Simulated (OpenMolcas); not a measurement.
**3s² 3p² along the 14-electron sequence**

```yaml
Program: OpenMolcas 26.06
Method: MS-RASPT2, IPEA 0.25 Eh, imaginary shift 0.1 Eh
Basis: ANO-RCC-VQZP
Scalar_Hamiltonian: DKH2, point nucleus
Spin-orbit_coupling: state interaction with AMFI integrals over the reference wave functions, term energies averaged over their components
```

Active space for each ion: 4 electrons in 9 orbitals (RAS2 3s 3p; RAS3 3d, at most 2 electrons); closed shells correlated by CASPT2: 2s 2p.

Computed levels in cm-1 above ³P₀:

```csv
Level,S2+,Cl3+,Ar4+
³P₁,260,430,674
³P₂,734,1190,1820
¹D₂,11380,13850,16330
¹S₀,27230,32780,38110
weight of ³P in the lowest level (%),100,100,100
```

Measured, with the error of the calculation in %. Measured levels: S2+ from NIST levels in Podobedova, Kelleher and Wiese, J. Phys. Chem. Ref. Data 38, 171 (2009); Cl3+ from Moore, Atomic Energy Levels, vol. I, NSRDS-NBS 35 (1971 reprint of NBS Circular 467, 1949); Ar4+ from Saloman, J. Phys. Chem. Ref. Data 39, 033101 (2010).

```
Level           S2+          Cl3+          Ar4+
  ³P₁   299 (-12.9)   491 (-12.4)   763 (-11.7)
  ³P₂   833 (-11.9)  1341 (-11.3)  2029 (-10.3)
  ¹D₂  11323 (+0.5)  13766 (+0.6)  16299 (+0.2)
  ¹S₀  27161 (+0.3)  32550 (+0.7)  37912 (+0.5)
```

The fine-structure level ³P₂ changes by a factor of 2.48 from S2+ to Ar4+. Its fourth root runs 5.21, 5.87, 6.53, with steps per unit of Z of 0.67, 0.66; equal steps would mean a (Z - σ)^4 law with constant σ.

¹D₂ changes by a factor of 1.43 over the same range, with steps per unit of Z of +2470, +2480 cm-1.

CASPT2 does not keep the components of a term degenerate, so their means are used; among the terms shown or strongly mixed into the levels shown the widest spread is 20 cm-1 (3s² 3p² ¹D, S2+). The run also gave levels led by 3s 3p² 3d, 3s² 3p 3d, which use shells meant for correlation; these and all levels above them are left out (holds for S2+). Active for correlation alone: 3d; no level in the range computed is led by a configuration that fills it, so any true level of that kind is missing (holds for Cl3+; Ar4+). Measured partners are found by configuration, term and J. A level has none where our copy of the source lacks it or the pairing is in doubt (some pairs that miss far off the trend of their configuration count as doubtful), and it then counts in no deviation. Only configurations of the active space appear.
